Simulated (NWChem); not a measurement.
Total energies of Mg

```
Mg
```
Charge 0, spin multiplicity 1.

The numbers come from NWChem runs, not from measurements.

Basis set: def2-TZVP (32 functions).

```json
[
 {"method": "RHF", "total energy (Ha)": "-199.60663"},
 {"method": "MP2", "total energy (Ha)": "-199.62834"},
 {"method": "B2PLYP", "total energy (Ha)": "-199.95455"},
 {"method": "PBE", "total energy (Ha)": "-199.94297"},
 {"method": "B3LYP", "total energy (Ha)": "-200.09154"},
 {"method": "TPSS", "total energy (Ha)": "-200.08145"}
]
```

Total energies of different functionals aren't comparable as a measure of quality: only differences taken within one method are. 

The correlated methods keep 5 core orbitals frozen. B3LYP has NWChem's definition, with VWN1-RPA local correlation.
